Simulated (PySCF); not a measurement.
`N#C[C@@H]1C[C@H]1[GeH2][Br]`, C₄H₆BrGeN

Molfile (atoms numbered from 1):
```
C4H6BrGeN
     RDKit          3D

 13 13  0  0  0  0  0  0  0  0999 V2000
   -2.0892    1.9162    2.0069 N   0  0  0  0  0  0  0  0  0  0  0  0
   -1.5250    1.4128    1.1477 C   0  0  0  0  0  0  0  0  0  0  0  0
   -0.8140    0.7668    0.1016 C   0  0  2  0  0  0  0  0  0  0  0  0
   -1.1269   -0.6707   -0.2054 C   0  0  0  0  0  0  0  0  0  0  0  0
    0.1576   -0.3304    0.4837 C   0  0  1  0  0  0  0  0  0  0  0  0
    1.8789   -0.4979   -0.4555 Ge  0  0  0  0  0  4  0  0  0  0  0  0
    1.5603    0.2336   -2.5852 Br  0  0  0  0  0  0  0  0  0  0  0  0
   -0.5676    1.4211   -0.7305 H   0  0  0  0  0  0  0  0  0  0  0  0
   -1.1029   -0.9599   -1.2485 H   0  0  0  0  0  0  0  0  0  0  0  0
   -1.9042   -1.1575    0.3662 H   0  0  0  0  0  0  0  0  0  0  0  0
    0.2042   -0.5579    1.5426 H   0  0  0  0  0  0  0  0  0  0  0  0
    2.9800    0.3549    0.1295 H   0  0  0  0  0  0  0  0  0  0  0  0
    2.3445   -1.9306   -0.5710 H   0  0  0  0  0  0  0  0  0  0  0  0
  1  2  3  0
  2  3  1  0
  3  4  1  0
  4  5  1  0
  5  6  1  0
  6  7  1  0
  5  3  1  0
  3  8  1  6
  4  9  1  0
  4 10  1  0
  5 11  1  1
  6 12  1  0
  6 13  1  0
M  END
```

Theory: TDDFT B3LYP/def2-SVPD circular dichroism and optical rotation, one conformer, gas phase (PySCF). Geometry: GFN2-xTB.

The molecule is flexible and this is one conformer; a measurement averages over conformers. The calculation is non-relativistic, which matters for the atoms heavier than Zn. Singlets 9 and 10 lie within 0.01 eV of each other, so their separate moments and overlaps can depend on how they mix.

Stereocentres: C3 S, C5 R.

Question: What is the specific rotation at 633, 589.3, 546, 436, 405, 365, 355 nm?

Answer: [α] in deg dm⁻¹ (g/mL)⁻¹:
| λ (nm) | origin-invariant length gauge | modified velocity gauge | length gauge (centre of mass) | isotropic polarisability (au) |
| --- | --- | --- | --- | --- |
| 633 | -120.2 | -120.9 | -120.4 | 102.6 |
| 589.3 | -141.0 | -141.8 | -141.2 | 103.0 |
| 546 | -167.7 | -168.7 | -168.0 | 103.6 |
| 436 | -286.6 | -287.9 | -287.0 | 106.0 |
| 405 | -345.3 | -346.7 | -345.7 | 107.1 |
| 365 | -454.8 | -456.2 | -455.2 | 109.0 |
| 355 | -490.9 | -492.4 | -491.4 | 109.6 |

Question: And for the mirror image at 589.3 nm?

Answer: +141.0 deg dm⁻¹ (g/mL)⁻¹ (origin-invariant length gauge): the same size and the opposite sign.

Question: What is the molar rotation [Φ] = [α]·M/100 of the geometry above at 589.3 nm?

Answer: With M = 220.63 g/mol, -311.1 deg cm² dmol⁻¹ (origin-invariant length gauge).

The first excitation lies at 6.17 eV (201 nm) with R = +0.1 × 10⁻⁴⁰ esu² cm² (velocity form).
